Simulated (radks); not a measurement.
The nuclear charge of neutral cobalt is varied continuously with 27 electrons held in [Ar] 3d7 4s2. Calculated with a radial shooting solver on a logarithmic mesh with Libxc functionals: scalar-relativistic Kohn-Sham, PBE, spin-unpolarised, spherical densities, point nucleus. By the Hellmann-Feynman theorem dE/dZ = E(electron-nucleus)/Z, the electronic potential at the nucleus. The scalar-relativistic energy here is not variational (the density holds large components alone), so the two differ by a part that grows with Z.

\begin{tabular}{lrrrrr}
Z & E (hartree) & E(electron-nucleus)/Z (hartree) & HOMO & e(HOMO) (eV) & <r> HOMO (bohr) \\ \hline
26.8 & -1368.52638 & -122.371 & 4s & -3.909 & 3.031 \\
26.9 & -1380.80523 & -122.989 & 4s & -4.674 & 2.960 \\
27 & -1393.14598 & -123.606 & 4s & -5.470 & 2.894 \\
27.1 & -1405.54855 & -124.222 & 4s & -6.297 & 2.832 \\
27.2 & -1418.01287 & -124.838 & 4s & -7.154 & 2.774 \\
27.3 & -1430.53890 & -125.453 & 4s & -8.040 & 2.719 \\
27.4 & -1443.12657 & -126.068 & 4s & -8.954 & 2.668 \\
27.5 & -1455.77584 & -126.682 & 4s & -9.895 & 2.619 \\
27.6 & -1468.48666 & -127.296 & 4s & -10.863 & 2.573 \\
27.7 & -1481.25900 & -127.909 & 4s & -11.857 & 2.529 \\
27.8 & -1494.09283 & -128.522 & 4s & -12.877 & 2.487 \\
27.9 & -1506.98810 & -129.135 & 4s & -13.922 & 2.447 \\
28 & -1519.94480 & -129.748 & 4s & -14.992 & 2.409 \\
\end{tabular}

The central difference of E at Z = 27 is -123.717 hartree, to compare with the third column; the second derivative is -6.18 hartree.
